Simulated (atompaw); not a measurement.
## Before and after: PAW (atompaw) potential for Dy (Z = 66)

```
Element                 : dysprosium
Generator               : atompaw 4.2.0.5
Type                    : PAW
Functional              : PBE
Relativity              : scalar-relativistic
Frozen core             : [Kr] 4d10
Valence charge          : 20
Reference configuration : 4f10 5s2 5p6 5d0 6s2 6p0
Partial waves           : 5s (bound): rc 2.00 bohr; 6s (bound): rc 3.00 bohr; 5p (bound): rc 2.00 bohr; 6p (bound, empty): rc 2.30 bohr; 5d (bound, empty): rc 3.00 bohr; 5d channel at 1.05 Ry: rc 3.00 bohr; 4f (bound): rc 1.50 bohr; 4f channel at 0.55 Ry: rc 1.50 bohr
Local potential         : troulliermartins scheme with l = 4 at 0 Ry, radius 2.90 bohr
Core correction         : smooth core density matched at 2.15 bohr
Augmentation charge     : besselshape compensation charge, radius 2.90 bohr; PAW radius 3.00 bohr; waves and projectors: custom rrkj vanderbiltortho
```

Change: wave 4f channel at 0.55 Ry: rc 1.50 bohr becomes 4f channel at 0.69 Ry: rc 1.50 bohr.

Cutoffs: the cutoffs (Ry, on a coarse ladder) from which the occupation-weighted sum of valence levels, in a spherical-Bessel basis at the reference potential, stays within 10 and 1 mRy of its value at 400 Ry; they do not see the model core or the augmentation charge, which bear on the density cutoff.

Problem. What does the change do?

Solution. The potential gets neither clearly harder nor softer (80 Ry and 120 Ry → 70 Ry and 120 Ry); neither file shows a bound ghost.

| quantity | base | changed |
| --- | --- | --- |
| cutoff, loose | 80 Ry | 70 Ry |
| cutoff, tight | 120 Ry | 120 Ry |
| loose cutoff by channel (10 mRy a level) | s 12 Ry, p 15 Ry, f 55 Ry | s 12 Ry, p 15 Ry, f 50 Ry |
| bound ghosts | none | none |
| s: phases at 3.00 bohr within 0.05 rad from the reference energy up to (Ry; the scan ends near 5) | 0.5 | 0.5 |
| p: phases at 3.00 bohr within 0.05 rad from the reference energy up to (Ry; the scan ends near 5) | 4.5 | 4.5 |
| d: phases at 3.00 bohr within 0.05 rad from the reference energy up to (Ry; the scan ends near 5) | 1.6 | 1.6 |
| f: phases at 3.00 bohr within 0.05 rad from the reference energy up to (Ry; the scan ends near 5) | 4.8 | 4.9 |
| lowest overlap eigenvalue by channel | s 0.38, p 0.17, d 0.08, f 1.00 | s 0.38, p 0.17, d 0.08, f 0.84 |

 The cutoffs see the waves, projectors and local potential, not the compensation charge or the core.
